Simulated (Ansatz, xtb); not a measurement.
**N2Si2: which of two structures lies lower**

We compare a, `N#[Si]N=[Si]`, a singlet, with b, a singlet given by its coordinates. Both are isolated molecules in the gas phase, relaxed with B3LYP-D4/def2-TZVP.

a (Å):

```xyz
4

N     0.0000    0.0000   -2.3999
N     0.0000    0.0000    0.8273
Si    0.0000    0.0000   -0.8343
Si    0.0000    0.0000    2.4070
```

b (Å):

```xyz
4

N     0.5444   -1.2858   -0.7814
N     0.3494   -0.3508    0.7704
Si    0.3237   -2.1028    0.7530
Si    1.5932    0.0630   -0.3925
```

Close contacts (Å): N1–Si3 1.75, N1–Si4 1.75, N2–Si3 1.75, N2–Si4 1.75.

Estimate which is lower in electronic energy at CCSD(T)/def2-TZVPP, and by roughly how much.

The CCSD(T)/def2-TZVPP calculation puts structure b lower, by 12.5 kcal/mol.

Level by level:

```
             level            geometry  E(b) − E(a) (kcal/mol)  departure from the last row (kcal/mol)  job, with rough time for the two
B3LYP-D4/def2-TZVP  B3LYP-D4/def2-TZVP                     −11.2                                    +1.3                optimisation, 11 s
     HF/def2-TZVPP  B3LYP-D4/def2-TZVP                     −20.5                                    −8.0           part of the CCSD(T) run
    MP2/def2-TZVPP  B3LYP-D4/def2-TZVP                      −7.1                                    +5.4           part of the CCSD(T) run
CCSD(T)/def2-TZVPP  B3LYP-D4/def2-TZVP                     −12.5                                                        single point, 14 s
```

The levels shown agree on the order. The largest departure from CCSD(T)/def2-TZVPP is that of HF/def2-TZVPP, 8.0 kcal/mol. Levels run at GFN2-xTB geometries aren't shown.

With harmonic frequencies from B3LYP-D4/def2-TZVP (ideal gas, rigid rotor, one conformer each, 200 K, 1 atm): on the last row, ΔE + ΔZPE = −12.6, ΔH = −13.1, ΔG = −12.6 kcal/mol.

The T1 diagnostic of structures a and b is large, so the coupled-cluster value is less sure. The correlated steps freeze 12 core orbitals. Programs: Ansatz 0.2.0; the last row on 2 threads of Intel(R) Xeon(R) 6975P-C (Granite Rapids) on a shared host.
